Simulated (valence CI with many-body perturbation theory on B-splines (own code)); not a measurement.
## Which ion has this spectrum?

A relativistic CI+MBPT calculation for an atom or ion with 7 electrons gives these levels (× 10³ cm⁻¹):

```
  J  Parity       E     g
3/2     odd    0.00  1.33
3/2     odd  6127.4  1.44
5/2     odd  6307.4  1.17
1/2     odd  6648.5  0.63
5/2    even  8418.8  1.46
1/2    even  9134.5  2.03
3/2    even  9146.0  1.18
3/2     odd   12789  1.29
3/2    even   14737  1.58
5/2    even   15043  1.28
1/2    even   15458  1.37
3/2    even   15536  1.02
3/2     odd   18065  1.31
1/2    even   21723  1.85
```

The energies are calculated, and their last digits are not significant.

Q: Which is it?
A. Gd57+
B. Tb58+
C. Er61+
D. Sm55+

A: B. Tb58+, ground level (2s^2 2p1/2^2 2p3/2) J=3/2.
